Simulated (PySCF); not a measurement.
The complex [Ru(H2O)6]3+ (charge +3) contains Ru(III), shell d5. The structure is a PBE0-D3(BJ)/def2-SVP, IEF-PCM water geometry optimised for multiplicity 2; coordination octahedral, point group C1, metal–donor distances 2.02–2.04 Å.

The d shell alone is too small an active space for [Ru(H2O)6]3+ (an active orbital has only 0.70 squared overlap with the free ion's shell): its levels, fitted parameters, g values and moments show what this model gives and aren't sound predictions.

```
19

Ru    0.0000    0.0000    0.0000
O     0.0561   -0.0701    2.0327
H     0.4717    0.6599    2.5241
H    -0.7425   -0.3333    2.5224
O     0.0371   -0.0166   -2.0278
H     0.3061    0.7909   -2.5003
H    -0.6963   -0.4183   -2.5260
O     2.0268    0.0530    0.0471
H     2.5055    0.3414   -0.7498
H     2.5117   -0.7036    0.4207
O    -2.0224    0.0378    0.0282
H    -2.5128    0.3641   -0.7472
H    -2.5199   -0.7140    0.3964
O     0.0481    2.0282   -0.0634
H     0.4077    2.5276    0.6905
H    -0.7264    2.5151   -0.3949
O     0.0328   -2.0228   -0.0101
H     0.2795   -2.4990    0.8023
H    -0.6803   -2.5225   -0.4451
```

Method (PySCF 2.14, density fitting): CASSCF(5,5) with orbitals averaged over all microstates of the shell, strongly contracted NEVPT2 on the averaged canonical orbitals; basis x2c-TZVPall on the metal, x2c-SVPall elsewhere; spin-free X2C; IEF-PCM water; spin-orbit coupling by state interaction with the mean-field operator over all roots.

(1) What is the ground state?

(2) Where do the spin-allowed transitions within the shell lie?

(3) Which is the lowest state of another spin?

(4) What ligand-field parameters describe the result?

(5) What are the magnetic parameters?

NEVPT2 lifts 2T2g-like from 3589 to 4732 cm⁻¹; on the d shell alone such lifts tend to overshoot. NEVPT2 on the d shell alone tends to put d–d bands too high for such charged or covalently bound ions. Gaps between spin states lean to high spin in this active space.

The job took 29 s on one thread of Arm Neoverse V2 (shared host), with 207 basis functions and a peak of 1 GiB, launched as `OMP_NUM_THREADS=1 python lf_run.py task.json out`.

Results:

(1) 2T2g-like (S = 1/2, orbital degeneracy 1), with 5.0 electrons in the lower (t2g-type) set and 0.0 in the upper (eg-type) set, by NEVPT2.

(2) By NEVPT2, the lowest six: 2T2g-like at 4500 cm⁻¹; 2T2g-like at 4732 cm⁻¹; 2T1g-like at 27444 cm⁻¹ (364 nm); 2T1g-like at 28141 cm⁻¹ (355 nm); a 2S+1 = 2 state (45 % 2I) at 28156 cm⁻¹ (355 nm); 2A2g-like at 29174 cm⁻¹ (343 nm). The strongest, at 28156 cm⁻¹, has f = 3.9e-05.

(3) 4T1g-like at 17634 cm⁻¹ by NEVPT2; CASSCF alone puts it at 13038 cm⁻¹ above the same ground state.

(4) At CASSCF level (the NEVPT2 levels don't fit a ligand-field model well): orbital energies 0, 251, 3830, 28194, 28568 cm⁻¹; 10Dq = 27021 cm⁻¹ (difference of the means of the two sets); B = 777 cm⁻¹; C = 3142 cm⁻¹; B over its free-ion value at the same level 0.853; rms of the fit 281 cm⁻¹; ζ = 1073 cm⁻¹ (free ion 1163).

(5) The ground doublet has g = 1.699, 2.474, 2.515. μeff is 2.06 μB at 300 K and 1.96 μB at 10 K; the spin-only value is 1.73 μB.
